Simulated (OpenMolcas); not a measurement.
Pt2+: moving or changing the point charges

Pt2+ among 6 point charges of -1.7 e arranged as a tetragonal octahedron (D4h), 2.11 Å from the ion, with the axial distance 2.511 Å.
```
   2.1100    0.0000    0.0000  -1.70
   0.0000    2.1100    0.0000  -1.70
  -2.1100    0.0000    0.0000  -1.70
   0.0000   -2.1100    0.0000  -1.70
   0.0000    0.0000    2.5109  -1.70
   0.0000    0.0000   -2.5109  -1.70
```

```
Program             : OpenMolcas
Method              : SS-CASPT2, IPEA 0.25 Eh, imaginary shift 0.1 Eh (closed shells correlated: 5s 5p)
Basis               : ANO-RCC-VTZP [8s7p5d3f1g]
Scalar Hamiltonian  : DKH2, point nucleus
Active space        : 8 electrons in 5 orbitals (5d)
State averaging     : 2S+1 = 3 even, 10 roots; 2S+1 = 1 even, 15 roots
Spin-orbit coupling : state interaction with AMFI integrals over the reference wave functions
```

Runs around this geometry, states (labels of D4, the rotations of D4h). Energies in cm-1 above the lowest state or level, χT in cm3 K/mol.

```tsv
R (Å)	q (e)	Axial / equatorial distance	Ground state	First state of that spin	First gap with spin-orbit (degeneracies)	χT at 300 K	First state of another spin
2.11	-1.36	1.19	3B1	3E 3900	28 (2, 1)	2.585	1B1 9170
2.11	-1.7	1.19	3B1	3E 4610	4 (1, 2)	2.512	1A1 8410
2.35	-1.7	1.19	3B1	3E 2680	60 (2, 1)	2.707	1B1 9040
2.11	-1.7	1.29	3B1	3E 2600	41 (2, 1)	2.659	1A1 5920
```

Taking the first state of the same spin as R^-n, n = -ln(2680 / 4610) / ln(2.35 / 2.11) = 5.0 between the shortest and longest distance.

Scaling the charges by -1.36 / -1.7 = 0.80 scales the first state of the same spin by 3900 / 4610 = 0.85; with fixed orbitals a first-order splitting would follow the charge.

Real 4d8 and 5d8 ions are as a rule square planar and diamagnetic. Point charges give a weaker field than real ligands, and real ions of this kind are as a rule low spin; the high spin found here belongs to the model. Free-ion shares, where given, are those of the reference states; single-state CASPT2 does not remix them. Spin-orbit coupling mixes the spin-free states strongly: the lowest level takes only 63 % from its leading state, 3B1 (figures for R = 2.11, q = -1.36, ratio = 1.19; the like holds for R = 2.11, q = -1.7, ratio = 1.19, R = 2.35, q = -1.7, ratio = 1.19, R = 2.11, q = -1.7, ratio = 1.29). This shell can be high or low spin here, a state of another spin lies low, and with metal d orbitals alone active their balance is uncertain, so the ground spin may be wrong (holds for R = 2.11, q = -1.7, ratio = 1.19; R = 2.11, q = -1.7, ratio = 1.29). Point charges carry no covalency, so the field is a model and not that of real ligands. No measured value stands beside these numbers.
